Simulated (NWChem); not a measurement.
Si₂H₆O₂; SMILES O[SiH2][SiH2]O

```xyz
10

O      1.0875    -1.4973     0.0000
Si    -0.5538    -1.1945     0.0000
Si    -0.5742     1.1614     0.0000
O      1.1055     1.3503     0.0000
H      1.5902    -0.6679     0.0000
H     -1.2200    -1.7757     1.2055
H     -1.2200    -1.7757    -1.2055
H     -1.1877     1.8098     1.2043
H     -1.1877     1.8098    -1.2043
H      1.4722     2.2395     0.0000
```
Atoms are numbered in this order, from 1.

All runs: NWChem. Pople sets run with spherical d functions. All runs use the structure optimised with PBE0/def2-SVP. Vertical excitations in the gas phase.

Predict the results for B3LYP/6-31+G*, full TDDFT. Quantities: lowest excitation, singlet (eV); lowest state with f > 0.02, singlet (eV); lowest triplet (eV); orbital gap (eV).


```json
{
  "lowest excitation, singlet (eV)": "5.60",
  "lowest state with f > 0.02, singlet (eV)": "7.00",
  "lowest triplet (eV)": "5.08",
  "orbital gap (eV)": "6.56"
}
```
